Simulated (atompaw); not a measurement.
# Pseudopotential generation for Ag: PAW (atompaw), LDA (PW92), scalar-relativistic.

atompaw 4.2.0.5 input, output lines left out:

```
Ag 47
LDA-PW scalarrelativistic loggrid 1500 logderivrange -11 5 401
5 5 4 0 0 0
5 0 0
5 1 0
4 2 9
0 0 0
c
c
c
v
v
c
c
v
v
c
v
2
2.00 1.55 1.65 1.75
n
n
y
0.3
n
custom polynom2 7 10 vanderbiltortho sinc
3 -0.5 troulliermartins
1.05
1.25
1.45
2.00
1.80
1.80
```

- Cutoffs needed: 110 Ry and 300 Ry (the cutoffs (Ry, on a coarse ladder) from which the occupation-weighted sum of valence levels, in a spherical-Bessel basis at the reference potential, stays within 10 and 1 mRy of its value at 400 Ry)
- Ghost test: no extra level below or beside the all-electron valence levels (s, p, d, f tested) (spherical-Bessel basis up to 400 Ry, 20 bohr box)
- Lowest eigenvalue of the overlap operator: 0.47 (s channel)
- Overlap eigenvalues printed by atompaw (projector basis): 0.464, 1.01, 2.55, 72, 332, 720
- Share of each valence orbital outside the PAW sphere: 4s 0 %, 5s 71 %, 4p 1 %, 5p 86 %, 4d 11 %
